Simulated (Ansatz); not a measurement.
`NBO` + `[OH][SnH3]` → `OB[O][SnH3]` + NH₃  (ligand exchange at a B–N bond)

Isolated molecules relaxed with PBE0-D4/def2-TZVP in Ansatz; ΔE leaves out vibrations. CCSD(T)/CBS is the MP2 limit (def2-TZVPP, def2-QZVPP) plus CCSD(T) − MP2 in def2-TZVPP, frozen cores. This one scheme is used for every species. DFT in def2-TZVPP. Elements past krypton have def2 core potentials. For Sn outer-core shells are correlated without core-valence functions, which leaves a few kJ/mol of doubt a bond. One conformer a species, not always the lowest.

| level | ΔE (eV) |
| --- | --- |
| PBE0-D4 | -0.35 |
| ωB97M-V | -0.38 |
| r2SCAN | -0.38 |
| MP2/CBS(def2) | -0.40 |

(1) What does CCSD(T)/CBS give? (Best estimate.)

Largest T1 diagnostic among the species: 0.014.

## Answers

(1) Computed: -0.42 eV. The listed levels differ from it by 0.07, 0.04, 0.04, 0.02 eV.

The D4 term adds −0.05 eV with B3LYP and −0.03 eV with PBE0; it sums over pairs of atoms, weighted by their polarisabilities, and B3LYP, whose exchange is more repulsive, gets the larger term.

B3LYP here is the variant with VWN-RPA as its local correlation; programs differ in this.
